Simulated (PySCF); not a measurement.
BFH5NO2Si, SMILES OB(N[SiH2]F)O.

Geometry optimised at B3LYP-D3(BJ)/def2-SVP. This is a generated structure with no PubChem entry under its InChIKey; it may be hypothetical. Other conformers were not sampled.

Computed with TDDFT-PBE/def2-SVPD (PySCF).

Vertical excitations. 

| state | energy (eV) | λ (nm) | f | main pairs |
|---|---|---|---|---|
| S1 | 5.29 | 235 | 0.000 | HOMO→LUMO 100 % |
| S2 | 6.17 | 201 | 0.001 | HOMO→LUMO+1 100 % |
| S3 | 6.75 | 184 | 0.000 | HOMO−1→LUMO 93 % |
| S4 | 6.77 | 183 | 0.006 | HOMO→LUMO+2 94 % |
| S5 | 6.96 | 178 | 0.007 | HOMO→LUMO+3 95 % |
| S6 | 6.99 | 177 | 0.000 | HOMO−2→LUMO 95 % |
| S7 | 7.29 | 170 | 0.022 | HOMO−3→LUMO 99 % |
| S8 | 7.57 | 164 | 0.016 | HOMO→LUMO+5 64 %, HOMO→LUMO+6 35 % |
| S9 | 7.60 | 163 | 0.005 | HOMO→LUMO+6 57 %, HOMO→LUMO+5 31 %, HOMO−1→LUMO+1 10 % |
| S10 | 7.61 | 163 | 0.007 | HOMO−1→LUMO+1 88 % |
| T1 | 5.21 | 238 | 0 | HOMO→LUMO 100 % |
| T2 | 6.04 | 205 | 0 | HOMO→LUMO+1 99 % |
| T3 | 6.58 | 188 | 0 | HOMO−1→LUMO 96 % |
| T4 | 6.59 | 188 | 0 | HOMO→LUMO+2 98 % |
Triplets are in the Tamm–Dancoff approximation, which puts them higher than full response would, so one can lie above its singlet here.
